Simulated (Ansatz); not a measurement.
```yaml
crystal:
  periodic: [false, false, false]
  atoms:
    - {symbol: B, position_ang: [-0.086628, 2.047041, -1.052802]}
    - {symbol: C, position_ang: [-0.032631, 0.718527, -0.372812]}
    - {symbol: C, position_ang: [0.013274, -0.360584, 0.180741]}
    - {symbol: C, position_ang: [0.078592, -1.644371, 0.839130]}
    - {symbol: H, position_ang: [0.200559, 2.142225, -2.209206]}
    - {symbol: H, position_ang: [-0.415798, 3.020964, -0.442942]}
    - {symbol: H, position_ang: [1.116365, -1.868465, 1.103087]}
    - {symbol: H, position_ang: [-0.272138, -2.442773, 0.180303]}
    - {symbol: H, position_ang: [-0.513094, -1.658765, 1.757400]}
basis:
  gaussian: {orbitals: def2-TZVP}
total_charge: -1
magnetization: {spin_polarized: true, initial_magnetization: 1}
hamiltonian: {xc: {name: r2SCAN50}}
output: {forces: true}
```

```sh
$ ansatz run in.yaml --threads 2 --pin off --events-out ev --progress --plain --max-ram 4352MiB
```

Shortened log:

```
Functional definition: r2SCAN50
1092 factors; their error is unknown
mean field evaluation 1: about -3862.2247 eV, gradient 2.2e1 eV
mean field evaluation 2: about -3862.8393 eV, gradient 2.0e1 eV
mean field evaluation 4: about -3865.0962 eV, gradient 1.5e0 eV
mean field evaluation 8: about -3865.1188 eV, gradient 1.5e-1 eV
mean field evaluation 16: about -3865.1433 eV, gradient 1.6e-3 eV
mean field -3865.14330171 eV, -142.0413964497 hartree, gradient 5.8e-5 eV, S^2 0.782311; 0 other end points of the search recorded, 0 dependent functions left out
reference -3865.14331121 eV, -142.0413967987 hartree; 15, 14 occupied and 139, 140 virtual orbitals, 1092 factors
Total energy: -3865.14331121 eV, -142.0413967987 hartree
Atom 0 at    -0.086628     2.047041    -1.052802 Å, force     0.005678     0.039099    -0.021987 eV/Å
Atom 1 at    -0.032631     0.718527    -0.372812 Å, force     0.002655     0.216269    -0.107388 eV/Å
Atom 2 at     0.013274    -0.360584     0.180741 Å, force    -0.176227    -0.313429     0.191511 eV/Å
Atom 3 at     0.078592    -1.644371     0.839130 Å, force     0.228045     0.134946    -0.116142 eV/Å
Atom 4 at     0.200559     2.142225    -2.209206 Å, force     0.052094     0.037730    -0.230544 eV/Å
Atom 5 at    -0.415798     3.020964    -0.442942 Å, force    -0.065221     0.204683     0.105541 eV/Å
Atom 6 at     1.116365    -1.868465     1.103087 Å, force    -0.157797    -0.227466     0.116685 eV/Å
Atom 7 at    -0.272138    -2.442773     0.180303 Å, force     0.016273     0.013854     0.225359 eV/Å
Atom 8 at    -0.513094    -1.658765     1.757400 Å, force     0.094500    -0.105687    -0.163035 eV/Å
Dipole moment:     0.064314    -1.459881     0.748552 e Å
```

In this input the charge is far from anything that the molecule holds. The calculation finished and met its thresholds. The result belongs to that input, not to the molecule as meant.
